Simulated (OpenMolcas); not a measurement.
## Te5+: effect of the basis set

* Program: OpenMolcas
* Method: SS-CASPT2, IPEA 0.25 Eh, imaginary shift 0.1 Eh (closed shells correlated: 4d)
* Active space: 1 electron in 4 orbitals (5s 5p)
* State averaging: 2S+1 = 2 even, 1 root; 2S+1 = 2 odd, 3 roots
* Spin-orbit coupling: state interaction with AMFI integrals over the reference wave functions, term energies averaged over their components

A. ANO-RCC-VDZP [6s5p3d1f], DKH2, point nucleus; CASPT2 step about 1 core-seconds
B. ANO-R1 [6s5p3d1f], X2C, finite nucleus; CASPT2 step of the order of 0.7 core-seconds
C. ANO-RCC-VTZP [7s6p4d2f1g], DKH2, point nucleus; CASPT2 step of the order of 1 core-seconds
D. ANO-R2 [7s6p4d2f1g], X2C, finite nucleus; CASPT2 step about 1 core-seconds
E. ANO-RCC-VQZP [8s7p5d3f2g], DKH2, point nucleus; CASPT2 step roughly 1.4 core-seconds
F. ANO-R3 [8s7p5d4f3g2h], X2C, finite nucleus; CASPT2 step of the order of 2.3 core-seconds

Energies in cm-1 above 5s 2S 1/2, the measured ground level; measured values from the list in Rauch et al., Astron. Astrophys. 606, A105 (2017).

```tsv
Level	A	B	C	D	E	F	Measured
5s 2S 1/2	0.0	0.0	0.0	0.0	0.0	0.0	0.0
5p 2P* 1/2	93264	86810	94147	94094	94440	95396	93335
5p 2P* 3/2	103208	97447	104949	104308	104183	105113	105150
```

Deviations, from unrounded energies. A percentage is the sum of absolute deviations over the sum of measured energies, with the sign that they share, or ± where signs differ.

| Against measurement | Levels | A | B | C | D | E | F |
| --- | --- | --- | --- | --- | --- | --- | --- |
| mean absolute deviation (cm-1) | 2 | 1000 | 7100 | 510 | 800 | 1000 | 1000 |
| other configurations (%) | 2 | -1.0 | -7.2 | ±0.5 | ±0.8 | ±1.0 | ±1.1 |

C lies closest to measurement on these levels and B furthest from it. The largest miss of C in the table is 5p 2P* 1/2, by +810 cm-1. The ranking rests on the paired levels alone, and a cruder setting can come out closer through cancelling errors.

Among A to F the level of the table that moves most is 5p 2P* 1/2, by 8600 cm-1 (lowest in B, highest in F).

With one active electron, CASPT2 adds the correlation within the correlated inactive shells and between them and that electron, and leaves the splitting within a term as the reference gives it. The basis is small and was not contracted for so high a charge (holds for A; B). Measured partners are found by configuration, term and J. A level has none where our copy of the source lacks it or the pairing is in doubt (some pairs that miss far off the trend of their configuration count as doubtful), and it then counts in no deviation. Levels of configurations outside the active space are missing.

* marks odd parity.
